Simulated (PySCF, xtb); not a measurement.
C₃H₉Si, SMILES C[Si](C)C, multiplicity 2.

Harmonic wavenumbers (cm⁻¹) from GFN2-xTB in xtb 6.7.1 at its own minimum, in rising order: 103, 114, 115, 171, 172, 203, 637, 738, 738, 783, 786, 786, 855, 855, 865, 1362, 1362, 1372, 1481, 1487, 1487, 1491, 1491, 1498, 2984, 2984, 2991, 3041, 3042, 3043, 3044, 3047, 3047.

Problem. What does r2SCAN-D4/def2-SVP (PySCF) give at its own minimum? (Estimate from the structure and the level; the computed values follow.)

Solution. 140, 154, 154, 196, 196, 218, 604, 669, 669, 669, 716, 716, 850, 850, 855, 1240, 1240, 1252, 1414, 1422, 1422, 1429, 1429, 1441, 3013, 3013, 3014, 3113, 3113, 3113, 3142, 3142, 3142. Paired by order, the mean absolute difference is 59 cm⁻¹ and the zero-point energies are 68.9 and 68.3 kcal/mol.
